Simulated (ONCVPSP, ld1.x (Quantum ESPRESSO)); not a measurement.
# Potentials for nitrogen compared

Generated with ld1.x 7.5 (TM, RRKJ, ultrasoft, PAW), atompaw 4.2 or ONCVPSP 4.0.1. The cutoff is in Ry: for ld1.x and atompaw files where the sum of valence levels is converged to 10 mRy in a Bessel basis, for ONCV files where the hardest occupied wave has 1 mHa per electron of residual kinetic energy. The error is the largest all-electron minus pseudo excitation energy over each file’s own four to seven test configurations (ionisations up to +4, promotions, holes and added fractions of an electron), all of which were solved. The labels leave out finer settings (local radius, basis sizes, second energies), which also bear on the numbers. Spin-polarised tests are not counted. The rows are a selection from randomly drawn settings: files with unsolved tests, undetermined cutoffs or missed reference levels are left out.

A true bound ghost makes a file unfit for plane-wave use even where its test errors are small: the radial tests pick states by their node count and pass the ghost by.

| potential | cutoff (Ry) | largest error (meV) | bound ghosts |
| --- | --- | --- | --- |
| PAW, PBEsol, scalar-relativistic, rc 0.85/1.45 (sp), local smoothed, core correction yes, reference 2s2 2p3 | 45 | -36 | none |
| ONCV, PBE, scalar-relativistic, rc 1.00/1.00/1.40 (spd), local p, core correction yes, reference 2s1.5 2p3.5, qcut 5.4/15.3/7.4, projectors 1/0/1 | 243 | +68 | none |
| ONCV, PBE, scalar-relativistic, rc 0.70/1.65/1.45 (spd), local smoothed, core correction yes, reference 2s2 2p2, qcut 11.7/7.2/5.7, projectors 1/1/2 | 140 | +873 | d |
| TM semilocal, PBE, non-relativistic, rc 1.15/1.50/1.25 (spd), local p, core correction yes, reference 2s2 2p3 | 55 | +1036 | none |
| TM, LDA (PZ), scalar-relativistic, rc 0.90/2.60 (sp), local p, core correction no, reference 2s1.5 2p3.5 | 50 | +7079 | none |
| ONCV, LDA (Perdew-Wang 92), scalar-relativistic, rc 0.70/2.20 (sp), local smoothed, core correction yes, reference 2s2 2p2, qcut 8.4/5.2, projectors 2/1 | 214 | +2229 | s |
| TM, PBE, non-relativistic, rc 0.75/1.05/0.85 (spd), local smoothed, core correction yes, reference 2s2 2p1 | 110 | +100 | none |
| RRKJ, PBEsol, non-relativistic, rc 0.60/1.20 (sp), local s, core correction yes, reference 2s2 2p0 | 230 | +465 | none |

Fill in the row for N: TM, PBEsol, non-relativistic, rc 0.95/1.15/1.10 (spd), local d, core correction yes, reference 2s2 2p0.

cutoff 60 Ry, largest error +530 meV, bound ghosts: none.
